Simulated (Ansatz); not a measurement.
Isolated molecules relaxed with PBE0-D4/def2-TZVP in Ansatz; ΔE leaves out vibrations. CBS: MP2 limit from def2 TZ/QZ plus the TZ coupled-cluster correction, frozen cores. This one scheme is used for every species. Functionals use def2-TZVPP. B3LYP here is the variant with VWN-RPA as its local correlation; programs differ in this. For Br outer-core shells are correlated without core-valence functions, which leaves a few kJ/mol of doubt a bond. Scalar relativity is left out up to krypton. One conformer a species, not always the lowest.

Consider the ligand exchange at the Si–C bond: `C=C[SiH2]C=N` + HBr → `C=C[SiH2]Br` + `C=N`.

`C=C[SiH2]C=N`:

Cartesian coordinates in Å:
```
C -0.701 1.967 -0.998
C -0.388 1.203 0.044
Si -0.704 -0.621 0.080
C 0.869 -1.571 0.528
N 1.903 -0.930 0.891
H -1.161 1.556 -1.893
H -0.508 3.036 -1.010
H 0.083 1.666 0.908
H -1.729 -0.995 1.096
H -1.192 -1.080 -1.250
H 0.853 -2.673 0.483
H 2.676 -1.559 1.121
```

HBr:

Cartesian coordinates in Å:
```
Br 0.706 -0.064 -0.046
H -0.706 0.064 0.046
```

`C=C[SiH2]Br`:

```xyz
9

C    -0.044   -0.369    1.534
C     0.618   -0.141    0.402
Si   -0.261    0.142   -1.198
Br    0.190    2.184   -1.968
H    -1.129   -0.387    1.567
H     0.466   -0.547    2.476
H     1.706   -0.124    0.422
H     0.179   -0.803   -2.252
H    -1.725    0.044   -0.983
```

`C=N`:

```xyz
5

C    -0.312   -0.026   -0.233
N     0.273   -0.161    0.876
H     0.156    0.359   -1.146
H    -1.364   -0.309   -0.310
H     1.247    0.138    0.813
```

| level | ΔE (kJ/mol) |
| --- | --- |
| r2SCAN-D4 | -109.5 |
| B3LYP-D4 | -106.4 |
| MP2/def2-QZVPP | -115.5 |
| SCS-MP2/def2-QZVPP | -113.6 |

(1) What does CCSD(T)/CBS give? (Estimate.)

Largest T1 diagnostic among the species: 0.012.

Results:

(1) Ansatz gave: -110.8 kJ/mol. The listed levels differ from it by 1.3, 4.4, -4.7, -2.8 kJ/mol.

From PBE to PBE0 (25 % exact exchange), in def2-TZVPP and without D4, ΔE moves by −5.1 kJ/mol. In def2-TZVPP, CCSD(T) changes the Hartree–Fock value by +15.2 kJ/mol (the triples alone add +1.8 kJ/mol) and MP2 by +8.5 kJ/mol.
